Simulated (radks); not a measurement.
Pm I, configuration [Kr] 4d10 4f6 5s1 5p6 6s2 (not the ground configuration). All-electron calculation, Dirac Kohn-Sham, BLYP, spin-unpolarised, spherical densities, point nucleus; open shells fill j = l - 1/2 first. Program: a radial shooting solver on a logarithmic mesh with Libxc functionals.

Unscreened Slater integrals over Kohn-Sham orbitals (cm^-1). Large and small components are both included.

F0(4f5/2,4f5/2): 188110
F2(4f5/2,4f5/2): 84045
F4(4f5/2,4f5/2): 51797
F0(4f5/2,6s1/2): 59383
G3(4f5/2,6s1/2): 2952.2
F0(4f5/2,5p3/2): 131650
F2(4f5/2,5p3/2): 48227
G2(4f5/2,5p3/2): 29472
G4(4f5/2,5p3/2): 21717
F0(4f5/2,5p1/2): 137420
G2(4f5/2,5p1/2): 32884
F0(6s1/2,6s1/2): 45810
F0(6s1/2,5p3/2): 57509
G1(6s1/2,5p3/2): 4385.2
F0(6s1/2,5p1/2): 57826
G1(6s1/2,5p1/2): 3673.2
F0(5p3/2,5p3/2): 114040
F2(5p3/2,5p3/2): 61144
F0(5p3/2,5p1/2): 117190
G2(5p3/2,5p1/2): 62333
F0(5p1/2,5p1/2): 120690
